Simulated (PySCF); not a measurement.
**How good is the calculation?**

Geometry (Å), atoms numbered from 1 in this order:
```xyz
15

C    -1.910    0.388   -0.289
C    -0.974   -0.778   -0.018
C     0.481   -0.527   -0.392
S     1.290    0.591    0.722
O     0.805    1.913    0.515
O     1.322    0.010    2.031
O     2.784    0.558    0.156
H    -1.867    0.689   -1.339
H    -1.655    1.260    0.313
H    -2.940    0.106   -0.064
H    -1.298   -1.650   -0.593
H    -1.021   -1.071    1.035
H     0.585   -0.092   -1.388
H     1.065   -1.449   -0.346
H     3.320    0.037    0.768
```

The experiment to reproduce: δ $^{13}$C C3 53.7; C2 18.8; C1 13.7 ppm (measured; solution, not stated per compound (mostly CDCl3 or CCl4); Pretsch, Buehlmann, Badertscher, Structure Determination of Organic Compounds, 4th ed. (2009)).

Level of theory: PBE0-D3(BJ)/def2-TZVP geometry, shielding tensors at B97-2/pcSseg-2 (GIAO), in PySCF (isolated molecule, no relativistic terms, averaged over atoms made equivalent by symmetry, fast rotation or ring inversion, one conformer).

Problem. How close does the calculation come?

Solution. 
Reference values: measured (solution, not stated per compound (mostly CDCl3 or CCl4); Pretsch, Buehlmann, Badertscher, Structure Determination of Organic Compounds, 4th ed. (2009)).
```
atoms    quantity  reference  computed  computed, scaled
   C3  δ $^{13}$C       53.7      58.1              54.0
   C2  δ $^{13}$C       18.8      21.6              18.8
   C1  δ $^{13}$C       13.7      15.1              12.5
```

Computed shifts are σ(ref) − σ with the named reference compound (TMS for H and C) calculated as an isolated molecule at the same level. The measured values may be among those fitted. Scaled to experiment by linear calibration (H and C: mostly CDCl3 data, vs TMS): $^{13}$C (scatter 2.0 ppm rms, 2.1 ppm with the 1 outlier that the fit left out). A few per cent of atoms miss by over 2 rms, more outside the fitted compound classes.

Problem. How far are the unscaled $^{13}$C shifts from the references?

Solution. Mean signed difference +2.87 ppm, mean absolute 2.87 ppm over 3 comparisons; the largest is +4.4 ppm at C3 (sp3 CH2 bonded to S).
